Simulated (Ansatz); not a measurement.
The same molecule with X = B, Ga, In. Ansatz, PBE0-D4/def2-TZVP geometries, multiplicity 1. Each molecule was computed in one conformer, which needn't be the lowest.

Elements past krypton have def2 core potentials. Scalar relativity is left out up to krypton.

```
 X                   molecule  mean X–N bond length / Å  HOMO–LUMO gap (B3LYP/def2-TZVPP) / eV  LUMO energy (PBE/def2-TZVPP) / eV  LUMO energy (B3LYP/def2-TZVPP) / eV
Ga  `C[N](C)[Ga]([NH2])[NH2]`                     1.825                                   5.52                              -0.67                                -0.14
In  `C[N](C)[In]([NH2])[NH2]`                     2.022                                   4.58                              -1.52                                -0.97
```

Problem. Give the row for X = B, `CN(C)B(N)N`. (Estimate.)

Solution. The calculation gave: 
```csv
X,molecule,mean X–N bond length / Å,HOMO–LUMO gap (B3LYP/def2-TZVPP) / eV,LUMO energy (PBE/def2-TZVPP) / eV,LUMO energy (B3LYP/def2-TZVPP) / eV
B,`CN(C)B(N)N`,1.430,6.22,0.12,0.57
```

From B to In the mean X–N bond length rises at each step, by 0.592 Å in all; the HOMO–LUMO gap (B3LYP/def2-TZVPP) falls at each step, by 1.64 eV in all; the LUMO energy (PBE/def2-TZVPP) falls at each step, by 1.64 eV in all; the LUMO energy (B3LYP/def2-TZVPP) falls at each step, by 1.54 eV in all. Bonds lengthen as the atom grows down the group.

Positive LUMOs are unbound, so they and the gaps depend on the basis.

B3LYP here is the variant with VWN-RPA as its local correlation; programs differ in this.
